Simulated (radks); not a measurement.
Ni27+, configuration 2p1 (not the ground configuration). All-electron calculation, scalar-relativistic Kohn-Sham, LDA (Slater exchange, Perdew-Wang correlation), spin-unpolarised, spherical densities, finite nucleus; Fermi nuclear charge, rms radius 3.7757 fm; without spin polarisation the odd electron is poorly described. Program: a radial shooting solver on a logarithmic mesh with Libxc functionals.

Normalised radial functions P(r) = r R(r), r in bohr:

r             1s      2p       3p
0.004668  1.2710  0.0193   0.0114
0.005747  1.5117  0.0284   0.0168
0.007132  1.7966  0.0424   0.0250
0.008852  2.1154  0.0630   0.0372
0.0109    2.4487  0.0920   0.0542
0.01353   2.8109  0.1354   0.0797
0.01665   3.1570  0.1949   0.1146
0.02067   3.4859  0.2819   0.1654
0.02565   3.7463  0.4024   0.2354
0.03158   3.8902  0.5583   0.3251
0.0392    3.8843  0.7691   0.4446
0.04826   3.6954  1.0223   0.5843
0.0599    3.2974  1.3321   0.7471
0.07434   2.7203  1.6695   0.9072
0.09153   2.0622  1.9824   1.0227
0.1136    1.3747  2.2345   1.0461
0.1399    0.8087  2.3383   0.9117
0.1736    0.3893  2.2409   0.5540
0.2154    0.1493  1.9177  -0.0281
0.2652    0.0455  1.4461  -0.7105
0.3292    0.0094  0.9100  -1.3466
0.4053    0.0014  0.4760  -1.6653
0.503     0.0001  0.1874  -1.5616
0.6243    0.0000  0.0532  -1.1091
0.7686    0.0000  0.0108  -0.5981
0.954     0.0000  0.0013  -0.2223
1.175     0.0000  0.0001  -0.0574
1.458     0.0000  0.0000  -0.0085

1s (empty): eigenvalue -10678.5 eV, 0 radial nodes, <r> = 0.0529 bohr, 90 % of the charge inside 0.0941 bohr. 2p: eigenvalue -2609.6 eV, 0 radial nodes, <r> = 0.178 bohr, 90 % of the charge inside 0.285 bohr. 3p (empty): eigenvalue -1140.0 eV, 1 radial node at r = 0.213 bohr, <r> = 0.448 bohr, 90 % of the charge inside 0.660 bohr.
